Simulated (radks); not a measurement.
Question: Neutral calcium, configuration [Ar] 4s2. Calculated with a radial shooting solver on a logarithmic mesh with Libxc functionals: scalar-relativistic Kohn-Sham, PBE, spin-polarised, spherical densities, point nucleus. Some entries of the table are withheld. Estimate them.

| orbital | occ. | eigenvalue (eV) | <r> (bohr) |
|---|---|---|---|
| 1s | 2 | -3949.410 | 0.07685 |
| 2s | 2 | (1) | (2) |
| 2p | 6 | (3) | (4) |
| 3s | 2 | -47.0918 | (5) |
| 3p | 6 | -28.0081 | 1.271 |
| 4s | 2 | (6) | 4.020 |
| 3d | 0 | -1.9466 | 2.374 |
| 4p | 0 | -1.4026 | 5.407 |

Answer: 
(1) 2s eigenvalue (eV): -414.3708
(2) 2s <r> (bohr): 0.3643
(3) 2p eigenvalue (eV): -334.7385
(4) 2p <r> (bohr): 0.3278
(5) 3s <r> (bohr): 1.156
(6) 4s eigenvalue (eV): -3.7664
